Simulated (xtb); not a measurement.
WO₂Cl₂, SMILES [O]=[W](=[O])([Cl])[Cl], multiplicity 1. All values are semi-empirical tight-binding results from xtb (GFN2-xTB unless named), good for trends rather than for accurate numbers. The structure is a stationary point at GFN2-xTB. The spin state was assumed, not searched. The isomer is the one that the SMILES or the coordinates give; other isomers of the formula were not compared.

For metal compounds this method's bond lengths and energies can be far off.

**Question.** Estimate the properties. (An estimate is asked for; the answer gives what the named calculation found.)

**Answer.** 
The point group as xtb finds it comes out as C2v and the orbital gap is 3.43 eV. The zero-point energy comes out as 4.7 kcal/mol and the G − E(el) at 298.15 K (modified RRHO) is -15.7 kcal/mol.
